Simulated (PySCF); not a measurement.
Magnetisability: `N[C@@H]1[C@H](CC)CC1`, C6H13N

Geometry (Å), atoms numbered from 1 in this order:
```xyz
20

C     2.2995   -0.8353   -0.0816
C     0.8571   -1.1342    0.3123
C     0.0868    0.1278    0.6681
C    -1.3379   -0.0678    1.2158
C    -1.8575    0.9879    0.2312
C    -0.4982    0.9781   -0.4917
N    -0.5750    0.2681   -1.7516
H     2.8368   -0.3864    0.7517
H     2.3355   -0.1421   -0.9188
H     2.8158   -1.7482   -0.3696
H     0.3422   -1.6392   -0.5056
H     0.8526   -1.7995    1.1796
H     0.6900    0.7501    1.3332
H    -1.4756    0.1556    2.2717
H    -1.7250   -1.0620    1.0061
H    -2.0889    1.9432    0.6971
H    -2.6937    0.6758   -0.3897
H    -0.0297    1.9730   -0.5886
H    -1.1815    0.7691   -2.3921
H     0.3413    0.1967   -2.1804
```

Computed, not measured: GIAO PBE/pcSseg-1 magnetisability, rotational g tensor and spin-rotation constants, non-relativistic, gas phase in PySCF 2.14.0. Geometry: GFN2-xTB.

Q: How diamagnetic is it, and how anisotropic?

A: Isotropic -1266 × 10⁻³⁰ J/T², or -76.2 × 10⁻⁶ cm³/mol; principal values -1363, -1300, -1134 × 10⁻³⁰ J/T², anisotropy 204 × 10⁻³⁰ J/T² (root of half the summed squared differences of the principal values). The susceptibility is in cgs units.

Q: Split it along the inertial axes a, b, c into diamagnetic and paramagnetic parts about the centre of mass, with the quadrupole moment.

A: 
```
axis  χ (10⁻⁶ cm³/mol)  diamagnetic (10⁻⁶ cm³/mol)  paramagnetic (10⁻⁶ cm³/mol)  summed x² of all electrons (Å²)  quadrupole Θ (D Å)
   a             -79.7                      -417.9                        338.3                            143.6               -0.56
   b             -78.9                      -730.3                        651.4                             70.0               +3.92
   c             -70.1                      -906.1                        836.0                             28.5               -3.35
```
Anisotropies 2χaa − χbb − χcc = -10.4 and 2χbb − χaa − χcc = -8.0 × 10⁻⁶ cm³/mol. Θ is traceless in Buckingham's convention.

Q: And the rotational g tensor?

A: 
```tsv
axis	rotational constant (GHz)	g	nuclear part	electronic part
a	4.0949	-0.0013	0.6494	-0.6507
b	2.0568	-0.0040	0.6255	-0.6295
c	1.5841	-0.0064	0.6158	-0.6222
```
Asymmetric top; isotopes 12C, 1H, 14N; no vibrational averaging.
